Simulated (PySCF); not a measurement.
# Two-dimensional NMR puzzle

Compound of formula C4H7FO2Si. Correlations simulated from computed shifts and the bond graph:

HSQC (one-bond C–H):
```csv
δH,δC
5.53,48.3
1.02,8.1
0.76,8.1
```

COSY cross peaks (H two or three bonds apart, from the bond graph; peaks can be absent where the dihedral angle is near 90°):
```csv
δH,δH
5.53,1.02
5.53,0.76
1.02,0.76
```

HMBC (two and three bonds, from the bond graph):
```csv
δH,δC
5.53,"185.3, 8.1"
4.97,185.3
1.02,"48.3, 8.1"
0.76,"48.3, 8.1"
```

Carbons without hydrogens: δ 185.3.

Method: coordinates at the GFN2-xTB level, shieldings: GIAO PBE0/pcSseg-1, in PySCF 2.14 (non-relativistic, one conformer, rapidly exchanging positions averaged, in vacuum).

δ = σ(ref) − σ, references computed at the same level: TMS for 1H (31.72 ppm) and 13C (186.93 ppm).

Exchangeable hydrogens are left out of these lists.

Problem. Work out the connectivity.

Solution. SMILES O=C(OC1CC1)[SiH2]F.

Numbering as in the mapped SMILES `[O:1]=[C:2]([O:3][CH:4]1[CH2:5][CH2:6]1)[SiH2:7][F:8]`; H(Xn) means a hydrogen on atom n. Ha(C5), Ha(C6) are cis to O3 on the ring; Hb(C5), Hb(C6) are trans to O3 on the ring.

1. δC 185.3 is C2, a carbonyl carbon.
2. δC 48.3 is C4, a three-membered-ring carbon (δH 5.53).
3. δC 8.1 is C5/C6, a three-membered-ring carbon (δH 0.76, 1.02).
4. HMBC from δH 5.53 reaches the proton-free carbon C2.
5. HMBC from δH 4.97 reaches the proton-free carbon C2.
6. COSY links 5.53–1.02, 5.53–0.76, 1.02–0.76.

This is the structure that produced the data.

Shifts are as computed. Against solution values, carbons near 30 ppm lie about +3 ppm off and those near 130 ppm about +5 ppm. Of 1211 compounds with measured shifts, 218 miss one by over three times the rms of a fit or turn the order of signals round; such compounds aren't used in these exercises.
